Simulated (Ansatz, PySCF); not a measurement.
C₅H₅FO, SMILES O=C[C@]1(F)C=CC1. Atoms are numbered in the order given.

```xyz
12

O     -1.3136     0.0450     1.6892
C     -1.3530    -0.0853     0.4940
C     -0.1451     0.0449    -0.4264
F     -0.6234     0.2813    -1.7001
C      0.8674    -1.0706    -0.2664
C      1.7743    -0.2542     0.3019
C      0.9685     1.0090     0.0916
H     -2.2991    -0.3291    -0.0636
H      0.8029    -2.1452    -0.4579
H      2.7387    -0.4304     0.7885
H      0.7175     1.6091     0.9815
H      1.3285     1.6584    -0.7222
```
Charge 0, spin multiplicity 1.

Geometry: r2SCAN-D4/def2-SVP. The structure was generated by enumeration; whether it is a known compound was not checked. Other conformers were not sampled.

Two levels are set side by side: PBE-D3(BJ)/def2-SVP (Ansatz, a program for electronic structure) and r2SCAN-D4/def2-SVP (Ansatz). Each level has its own optimised geometry; the coordinates shown are those of the second. Frequencies come from the Hessian of PySCF at each geometry. Differences are taken from unrounded values.

```
quantity                            r2SCAN-D4  PBE-D3(BJ)  PBE-D3(BJ) minus r2SCAN-D4
----------------------------------  ---------  ----------  --------------------------
mean bond length (Å)                    1.297       1.303                       0.007
bond O1–C2 (Å)                          1.203       1.211                       0.008
bond C2–C3 (Å)                          1.524       1.532                       0.008
bond C3–F4 (Å)                          1.381       1.387                       0.006
bond C3–C5 (Å)                          1.515       1.521                       0.006
bond C3–C7 (Å)                          1.561       1.567                       0.006
bond C5–C6 (Å)                          1.346       1.353                       0.007
bond C6–C7 (Å)                          1.513       1.517                       0.004
bond C2–H8 (Å)                          1.125       1.133                       0.008
bond C5–H9 (Å)                          1.093       1.100                       0.006
bond C6–H10 (Å)                         1.094       1.101                       0.007
bond C7–H11 (Å)                         1.102       1.109                       0.007
bond C7–H12 (Å)                         1.102       1.109                       0.007
highest harmonic wavenumber (cm⁻¹)       3222        3157                         -65
mean harmonic wavenumber (cm⁻¹)          1272        1241                         -31
zero-point energy (kcal/mol)            54.56       53.21                       -1.35
```
